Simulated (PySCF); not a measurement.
Predicted microwave data (PBE0/pcSseg-1 in PySCF (dipole) on a GFN2-xTB geometry, gas phase) for one isomer of C6H8F3OP:

- Rotational constants: A = 1352, B = 731.1, C = 664.7 MHz
- Dipole components: |μa| = 2.29 D, |μb| = 3.16 D, |μc| = 1.58 D
- Inertial defect: -304.77 u·Å²
- κ: -0.81

Task: Which candidate fits, each taken in the one conformer that was computed?
A. `[CH3:1][P@:2]1(=[O:3])[CH:4]=[C:5]([C:6]([F:7])([F:8])[F:9])[CH2:10][CH2:11]1` with C1–P2–C4–C5 -98°, C4–C5–C10–C11 -16°, C5–C10–C11–P2 23°, C1–P2–C11–C10 86°
B. `[F:1][C:2]([F:3])=[C:4]([F:5])[P:6]1[CH2:7][CH2:8][O:9][CH2:10][CH2:11]1` with C2–C4–P6–C7 59°, C4–P6–C7–C8 155°, P6–C7–C8–O9 -66°, C7–C8–O9–C10 66°, C8–O9–C10–C11 -66°
C. `[CH3:1][C@H:2]1[CH2:3][P@@:4](=[O:5])([C:6]([F:7])=[C:8]([F:9])[F:10])[CH2:11]1` with C3–P4–C6–F7 -34°, C1–C2–C3–P4 103°, C2–C3–P4–O5 135°, C3–P4–C11–C2 -12°, C1–C2–C11–P4 -103°

Result: C. It is C[C@H]1C[P@@](=O)(C(F)=C(F)F)C1, an asymmetric top, point group C1. The candidates at the same level (rigid rotor, commonest isotopes):

```
                         SMILES  A (MHz)  B (MHz)  C (MHz)  μa (D)  μb (D)  μc (D)  Δ (u·Å²)  point group                        rotor
     C[P@]1(=O)C=C(C(F)(F)F)CC1     1980    536.4    519.7    0.19    1.90    2.94   -224.95           C1  near-prolate asymmetric top
C[C@H]1C[P@@](=O)(C(F)=C(F)F)C1     1352    731.1    664.7    2.29    3.16    1.58   -304.77           C1               asymmetric top
             FC(F)=C(F)P1CCOCC1     1902    578.2    482.3    1.18    0.34    0.22    -91.98           C1               asymmetric top
```

`FC(F)=C(F)P1CCOCC1` has A 41 % too high; `C[P@]1(=O)C=C(C(F)(F)F)CC1` has A 46 % too high. No structure here is proved a minimum.
